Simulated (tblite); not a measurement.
H$_{12}$CuN$_{4}$ (SMILES [NH3]->[Cu+2](<-[NH3])(<-[NH3])<-[NH3]), charge +2, doublet, at a GFN2-xTB geometry (such geometries of metal compounds can be far from the true shape); GFN1-xTB in tblite.

Input for tblite:
```
$ tblite run mol.xyz --method gfn1 --charge 2 --spin 1 --spin-polarized --json tblite.json --no-restart

# file mol.xyz
17

Cu     0.00000000     0.00000000    -0.00000000
N     -1.21879856     1.65081114     0.20536415
H     -0.75104259     2.40850537     0.70391056
H     -2.05819829     1.43488340     0.74416680
H     -1.52519388     2.02608764    -0.69320666
N     -1.65165212    -1.21977902    -0.19237000
H     -2.41148937    -0.75444317    -0.68991860
H     -2.02306123    -1.52181878     0.70927699
H     -1.43802192    -2.06177843    -0.72802298
N      1.22062809    -1.65070096     0.19512869
H      1.51880207    -2.02647258    -0.70599727
H      0.75744834    -2.40811959     0.69834461
H      2.06491483    -1.43447891     0.72612108
N      1.64982259     1.21966884    -0.20812284
H      1.43130538     2.06137394    -0.74226490
H      2.40508362     0.75405739    -0.71233656
H      2.02945304     1.52220372     0.68992694
```

What the program printed (banner, timings and long lists left out):

```
xTB calculator
 | screened Coulomb repulsion
 | Coulomb electrostatics
 |  * isotropic Klopman-Ohno-Mataga-Nishimoto electrostatics
 |  * onsite third-order electrostatics
 | DFT-D3(BJ) dispersion correction
 | Interactions (1)
 | [1] spin polarization

halogen bonding energy    0.0000000000000E+00 Eh
repulsion energy          2.0624118595832E-01 Eh
dispersion energy        -5.9720083502871E-03 Eh
interaction energy        0.0000000000000E+00 Eh
number of electrons       4.1000000000000E+01 e
integral cutoff           3.2615407794351E+01 bohr

------------------------------------------------------------
  cycle        total energy    energy error   density error
------------------------------------------------------------
      1     -22.75800327218  -2.2958272E+01   4.3862125E-01
      2     -22.87218352546  -1.1418025E-01   2.1237480E-01
      3     -22.88278983020  -1.0606305E-02   5.1444930E-02
      4     -22.88430204163  -1.5122114E-03   1.4865728E-02
      5     -22.88476576418  -4.6372254E-04   3.3364172E-03
      6     -22.88479111281  -2.5348637E-05   5.6471462E-04
      7     -22.88479119330  -8.0491112E-08   3.4347885E-04
      8     -22.88479133453  -1.4122539E-07   2.1112501E-04
      9     -22.88479140317  -6.8644713E-08   3.0615530E-06
------------------------------------------------------------

electronic energy        -2.3085060580782E+01 Eh
total energy             -2.2884791403173E+01 Eh

Post processing:
 | Mayer-Wiberg bond orders

[Info] JSON dump of results written to 'tblite.json'
```
